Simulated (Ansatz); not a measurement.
`BN=C=O` + `[SiH3][GaH][SH]` → `B[S][GaH][SiH3]` + `N=C=O` at 700 K and 1 bar (ligand exchange at a B–N bond).

Computed with Ansatz on PBE0-D4/def2-TZVP structures; ΔE is electronic, products minus reactants. CBS: MP2 limit from def2 TZ/QZ plus the TZ coupled-cluster correction, frozen cores. This one scheme is used for every species. For Ga outer-core shells are correlated without core-valence functions, which leaves a few kJ/mol of doubt a bond. Scalar relativity is left out up to krypton. One conformer a species, not always the lowest.

| species | CCSD(T)/CBS energy (Eh) | H − E (kJ/mol) | S (J/(mol·K)) |
| --- | --- | --- | --- |
| `BN=C=O` | -193.93341 | 136.6 | 351.0 |
| `[SiH3][GaH][SH]` | -2613.82650 | 176.8 | 452.3 |
| `B[S][GaH][SiH3]` | -2639.22992 | 227.4 | 502.2 |
| `N=C=O` | -168.51995 | 89.3 | 283.6 |

H − E and S are ideal-gas, rigid-rotor, harmonic terms from PBE0-D4/def2-TZVP, for one conformer and one mirror image of each species. 1 Eh = 2625.50 kJ/mol, R = 8.31446 J/(mol·K).

Problem. By hand: ΔE, ΔH, ΔS and ΔG.

Solution. ΔE = (-2639.22992) + (-168.51995) − (-193.93341) − (-2613.82650) = 0.01004 Eh = 26.4 kJ/mol. Δ(H − E) = 227.4 + 89.3 − 136.6 − 176.8 = 3.3, so ΔH = 29.7 kJ/mol. ΔS = 502.2 + 283.6 − 351.0 − 452.3 = -17.5 J/(mol·K). ΔG = 29.7 − 700 × (-17.5)/1000 = 42.0 kJ/mol.

Problem. By hand: the equilibrium constant, and the temperature at which ΔG would vanish if ΔH and ΔS stayed fixed.

Solution. log₁₀ K = −ΔG/(RT ln 10) = -3.1. ΔH and −TΔS have one sign here, so there is no such temperature.

TΔS isn't small against ΔH here. A doubt of 5 kJ/mol in ΔE shifts log₁₀ K by 0.4 here. Other conformers and mirror images would add mixing entropy, several J/(mol·K) or more a flexible species. Modes under 60 cm⁻¹, often nearly free rotors, make the harmonic entropy too high. These are equilibria of isolated gas molecules and say nothing of rates. Largest T1 diagnostic: 0.018 (customary marks: 0.02 for closed shells, 0.045 for open ones).
